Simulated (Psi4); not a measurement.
rhodium atom (Rh), quartet (core potentials on Rh). Base run: BLYP/def2-SVP in Psi4.

Geometry (Å):
```xyz
1

Rh     0.0000     0.0000     0.0000
```
Charge 0, spin multiplicity 4.
Orbitals are unrestricted.
All else is at Psi4's defaults (density fitting).
Base energy -110.42193 Eh.

Variants of this job, named by their change:

```
change                         ΔE vs base (mEh)  SCF cycles  grid points  basis functions               outcome
-----------------------------  ----------------  ----------  -----------  ---------------  --------------------
base                                      0.000          11        21436               31             converged
guess = modhuckel                        -9.433           6        21436               31  another SCF solution
guess = huckel                           -9.433           6        21436               31  another SCF solution
dft_spherical_points = 590                0.000          11        41300               31             converged
scf_type = dfdirj+cosx                    0.000          12        21436               31             converged
dft_radial_points = 99                   -9.439          13        27784               31             converged
dft_pruning_scheme = treutler             0.000          11        21436               31             converged
dft_radial_scheme = becke                -0.002          11        18422               31             converged
basis_guess = true                        0.000           5        21436               31             converged
d_convergence = 1e-8                      0.000          13        21436               31             converged
dft_radial_scheme = multiexp             -0.002           8        22650               31             converged
diis_max_vecs = 15                        0.000          11        21436               31             converged
scf_type = disk_df                        0.000          11        21436               31             converged
```

A guess, shift, damping, solver or small numerical setting can't move a converged solution much, so rows marked as another SCF solution ended in a different state.

Open shells are given as the SCF converged; they aren't shown to be the lowest states, and a large step between rows can be another state.
